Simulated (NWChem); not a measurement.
System: C₂H₄GeO₂; SMILES C=C1[O][GeH2][O]1

```xyz
9

C      0.0000     0.0000    -2.5997
C      0.0000     0.0000    -1.2569
O      0.0000     1.1174    -0.4329
Ge     0.0000     0.0000     1.0285
O      0.0000    -1.1174    -0.4329
H      0.0000    -0.9527    -3.1421
H      0.0000     0.9527    -3.1421
H     -1.3102     0.0000     1.8530
H      1.3102     0.0000     1.8530
```
Atoms are numbered in this order, from 1.

Program: NWChem. Pople sets run with spherical d functions. Geometry: optimised at PBE-D3(BJ)/def2-SVP. Vzz is the largest principal value of the second derivative of the potential at the nucleus (NWChem prints the opposite sign); η is the asymmetry. Non-relativistic.

### Question
Estimate the computed values for B3LYP/6-31G*. Quantities: Vzz O5 (a.u.); η O5; Vzz Ge4 (a.u.); η Ge4.

### Answer
```json
{
  "Vzz O5 (a.u.)": "1.344",
  "η O5": "0.81",
  "Vzz Ge4 (a.u.)": "1.849",
  "η Ge4": "0.46"
}
```
